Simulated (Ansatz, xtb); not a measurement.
## Two isomers of C3H5F3Si

Structure X: `F[Si@@H]1CCC1(F)F`, a singlet. Structure Y: `C=C([SiH3])C(F)(F)F`, a singlet. Both are isolated molecules in the gas phase, relaxed with B3LYP/def2-SVP.

Task: Estimate which is lower in electronic energy at CCSD(T)/def2-SVP + ΔMP2/def2-TZVPP, and by roughly how much.

Result: The CCSD(T)/def2-SVP + ΔMP2/def2-TZVPP calculation puts structure X lower, by 155.6 kJ/mol.

Level by level:

```
                             level        geometry  E(Y) − E(X) (kJ/mol)  departure from the last row (kJ/mol)  job, with rough time for the two
                          GFN2-xTB        GFN2-xTB                  +150.8                                  −4.8              optimisation, 0.31 s
                         HF/STO-3G        GFN2-xTB                  +133.5                                 −22.2              single point, 0.63 s
                r2SCAN-D4/def2-SVP        GFN2-xTB                  +123.9                                 −31.8               single point, 4.4 s
                    B3LYP/def2-SVP  B3LYP/def2-SVP                  +122.6                                 −33.1             optimisation, 1.9 min
                       HF/def2-SVP  B3LYP/def2-SVP                  +103.5                                 −52.1           part of the CCSD(T) run
                      MP2/def2-SVP  B3LYP/def2-SVP                  +128.9                                 −26.7           part of the CCSD(T) run
                  CCSD(T)/def2-SVP  B3LYP/def2-SVP                  +112.2                                 −43.4                      single point
CCSD(T)/def2-SVP + ΔMP2/def2-TZVPP  B3LYP/def2-SVP                  +155.6                                                      single point, 58 s
```

As drawn, Y has 1 C=C, 1 C–F, 2 Si–H in place of 1 F–Si, 1 C–Si, 1 C–C, 2 C–H. Structure X has a 4-membered ring, Y no ring.

The levels shown agree on the order. The largest departure from CCSD(T)/def2-SVP + ΔMP2/def2-TZVPP is that of HF/def2-SVP, 52.1 kJ/mol. The last row adds to CCSD(T) the change of the MP2 difference between the two basis sets, here +43.4 kJ/mol, a large step that makes the value less sure.

With thermal terms from frequencies at re-optimised GFN2-xTB minima (ideal gas, soft modes damped towards free rotors, one conformer each, 298.15 K, 1 atm): the zero-point term adds −19.3 kJ/mol; ΔH is +138.3 and ΔG +134.0 kJ/mol.

The correlated steps freeze 11 core orbitals. Mirror images aren't counted in ΔG. Codes used: Ansatz 0.2.0, xtb 6.7.1; the last row on 2 threads of Intel(R) Xeon(R) Processor on a shared host.
